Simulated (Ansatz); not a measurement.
A run for Ansatz (a quantum-chemistry and plane-wave program): R-CCSD(T)/aug-cc-pVDZ on N2 (SMILES N#N) with ghost functions, monomers drawn apart or pushed together.

Ansatz 0.2 input:
```yaml
crystal:
  periodic: [false, false, false]
  atoms:
    - {symbol: N, position_ang: [0.56314741, -0.43434359, 4.23061403]}
    - {symbol: N, position_ang: [-0.14539287, 0.03268678, 4.91571479]}
basis:
  gaussian:
    orbitals: aug-cc-pVDZ
    ghost_atoms:
      - {symbol: N, position_ang: [-0.15989024, 0.18569666, -0.16589829]}
      - {symbol: H, position_ang: [-0.38509107, 0.33453743, -1.14295921]}
      - {symbol: H, position_ang: [0.76478673, 0.56906909, -0.00636693]}
      - {symbol: H, position_ang: [-0.09523295, -0.81509797, -0.01874501]}
magnetization: {spin_polarized: false}
correlation: {method: ccsd_t, electrons: outside_noble_gas}
scf: {lower_state_search: off}
```

Program output:

```
WARN ansatz: RAYON_NUM_THREADS=2 ignored (pool sized by the plan → 2); use --threads N
Functional definition: HF
these checks for a lower state are left out or cut short: stability, starts, cluster_reference, orbital_swaps, neighbouring_geometries, increment
integrals: 0.10 GiB planned
844 factors; integrals over basis functions are off by at most 6.0e-4 eV
mean field: 0.14 GiB planned
mean field evaluation 1: about -2964.6797 eV, gradient 1.0e1 eV
mean field evaluation 2: about -2964.6858 eV, gradient 1.0e1 eV
mean field evaluation 4: about -2964.9912 eV, gradient 3.8e-1 eV
mean field evaluation 8: about -2964.9916 eV, gradient 2.6e-5 eV
mean field -2964.99159360 eV, -108.9614313213 hartree, gradient 6.8e-7 eV, S^2 0.000000; 0 other end points of the search recorded, 0 dependent functions left out
2 core orbitals not correlated
reference -2964.99159360 eV, -108.9614313213 hartree; 5, 5 occupied and 89, 89 virtual orbitals, 844 factors
second order -8.57640718 eV of doubles, -0.00000000 eV of singles
coupled cluster: 0.31 GiB planned
cycle   1  -8.28741471 eV  change    2.9e-1 eV  update   7.6e-2
cycle   2  -8.59254773 eV  change   -3.1e-1 eV  update   2.3e-2
cycle   3  -8.65569120 eV  change   -6.3e-2 eV  update   1.0e-2
cycle   4  -8.66032479 eV  change   -4.6e-3 eV  update   2.5e-3
cycle   5  -8.66186925 eV  change   -1.5e-3 eV  update   6.0e-4
cycle   6  -8.66185481 eV  change    1.4e-5 eV  update   1.3e-4
cycle   7  -8.66194464 eV  change   -9.0e-5 eV  update   2.9e-5
cycle   8  -8.66195292 eV  change   -8.3e-6 eV  update   8.5e-6
perturbative correction -0.35905673 eV, -0.0131950916 hartree
Total energy: -2974.01260325 eV, -109.2929473114 hartree
Checks for a lower state left out: stability, starts, cluster_reference, orbital_swaps, neighbouring_geometries, increment
```

The run converged.

Cost: around 2.2 core-seconds (rough).
